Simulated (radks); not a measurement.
The numbers below are computed, except where a source is named.
Task: Fe-, configuration [Ar] 3d7 4s2. Level of theory: scalar-relativistic Kohn-Sham, LDA (Slater exchange, Perdew-Wang correlation), spin-polarised, spherical densities, point nucleus; open shells are filled with parallel spins first; hard spherical wall at 12 bohr (a radial shooting solver on a logarithmic mesh with Libxc functionals). Some entries of the table are withheld. Estimate them.

| orbital | occ. | eigenvalue (hartree) | <r> (bohr) | r(max) (bohr) |
|---|---|---|---|---|
| 1s up | 1 | -256.2461 | 0.05855 | 0.03833 |
| 1s down | 1 | -256.2456 | 0.05855 | 0.03833 |
| 2s up | 1 | -29.68198 | 0.2677 | 0.2229 |
| 2s down | 1 | -29.62892 | 0.2674 | 0.2228 |
| 2p up | 3 | -25.27147 | 0.2359 | 0.1798 |
| 2p down | 3 | -25.23048 | 0.2356 | 0.1797 |
| 3s up | 1 | -3.10613 | 0.8143 | 0.7016 |
| 3s down | 1 | -2.99521 | 0.8165 | 0.7022 |
| 3p up | 3 | -1.87465 | 0.8628 | 0.7135 |
| 3p down | 3 | -1.76658 | 0.8671 | 0.7146 |
| 4s up | 1 | 0.02269 | 3.558 | 2.576 |
| 3d up | 5 | 0.02582 | (1) | (2) |
| 4s down | 1 | 0.03814 | 3.897 | 2.764 |
| 3d down | 2 | 0.11385 | (3) | (4) |
| 4p up | 0 | 0.11811 | 5.974 | 5.854 |
| 4p down | 0 | 0.11873 | 6.187 | 6.217 |
| 5s up | 0 | 0.15082 | (5) | 8.123 |
| 5s down | 0 | 0.15481 | (6) | 8.248 |
| 4d up | 0 | 0.18119 | 7.610 | 7.972 |
| 4d down | 0 | 0.18158 | 7.410 | 8.037 |

Result: 
(1) 3d up <r> (bohr): 1.248
(2) 3d up r(max) (bohr): 0.7136
(3) 3d down <r> (bohr): 1.626
(4) 3d down r(max) (bohr): 0.7232
(5) 5s up <r> (bohr): 7.248
(6) 5s down <r> (bohr): 7.117
